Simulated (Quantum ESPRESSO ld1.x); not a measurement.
Results of a calculation; reference values are marked as such.
Task: Br3+, configuration [Ar] 3d10 4s0.5 4p3.5 (fractional occupations, a model configuration). Level of theory: Dirac Kohn-Sham, LDA (Slater exchange, VWN5 correlation), spin-unpolarised, spherical densities, point nucleus; open shells fill j = l - 1/2 first (ld1.x of Quantum ESPRESSO 7.5).

Spin-orbit splittings of the eigenvalues, e(l+1/2) - e(l-1/2), with zeta = 2 splitting/(2l+1) and mean radii in bohr:

shell  occ.  splitting (eV)  zeta (eV)  <r> j=l-1/2  <r> j=l+1/2
2p        6           47.42      31.61       0.1629       0.1668
3p        6               ?          ?       0.5568       0.5674
3d       10           1.096     0.4383       0.5843       0.5883
4p      3.5          0.7692     0.5128        1.727        1.753

Estimate the 3p splitting.

Result: 6.861 eV (zeta = 4.574 eV).
